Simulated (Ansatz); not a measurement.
Harmonic frequencies (cm⁻¹) at PBE0-D4/def2-TZVP from Ansatz: 145, 183, 204, 259, 301, 340, 540, 738, 790, 813, 919, 974, 1293, 1442, 1444, 3063, 3151, 3156.

Problem. Which molecule is it?
A. `F[SiH2]C(F)Cl`
B. `N[Si](O)(F)Cl`
C. `C[Si](F)(F)Cl`
D. `N#C[SiH](C#N)C#N`

Solution. C.
